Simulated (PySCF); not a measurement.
Correlation energy of C²⁺ (carbon, charge +2)

[He] 2s2, closed-shell 1S. Computed with PySCF 2.14 in cc-pVTZ, with the non-relativistic Hamiltonian (point nucleus). Frozen: 1s2; 2 electrons correlated.

Total MP2 correlation energy: -43.00 mhartree.

Same-spin part 0.00 and opposite-spin part -43.00 mhartree; SCS-MP2 scales them by 1/3 and 6/5 to -51.60 mhartree.

With two correlated electrons CCSD is exact within the correlated space (frozen core and kept virtual orbitals).

```csv
level,correlation energy (mhartree)
CCSD,-72.89
```

Diagnostics: T1 = 0.0085, D1 = 0.0120, largest double amplitude 0.156.

Problem. Is a single reference adequate?

Solution. Not fully. A double-excitation amplitude exceeds 0.15, a sign of near-degeneracy.
